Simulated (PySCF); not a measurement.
UHF on S⁺ (sulfur, charge +1)

Configuration: [Ne] 3s2 3p3, high-spin 4S determinant. All numbers are calculated (PySCF 2.14, the spin-free X2C one-electron Hamiltonian (Gaussian nucleus), in cc-pVDZ-DK (4s3p1d, 18 functions)).

- Total energy: -398.239309 hartree
- One-electron energy: -544.3716 hartree
- Hartree (Coulomb) energy: 171.0257 hartree
- Exchange energy: -24.8934 hartree
- ⟨S²⟩: 3.7505
- ⟨L²⟩: 0.000
- Sum of ⟨r⟩: 12.79 bohr
- Sum of ⟨r²⟩: 21.11 bohr²
- Langevin diamagnetic susceptibility: -16.7 ×10⁻⁶ cm³/mol
- Time after the integrals: 0.07 s of wall time on 1 thread of Neoverse-N1 (shared host)

```tsv
shell	electrons	mean orbital energy (eV)	rms radius, mean of both spins (bohr)
1s α	1	-2523.5	0.112
1s β	1	-2522.7	0.112
2s α	1	-258.34	0.516
2s β	1	-257.46	0.516
2p α	3	-194.09	0.491
2p β	3	-192.54	0.491
3s α	1	-38.626	1.79
3s β	1	-29.297	1.79
3p α	3	-23.467	2.06
```

Densities and radii are taken from the X2C orbitals without a picture-change correction, which distorts them close to the nucleus.
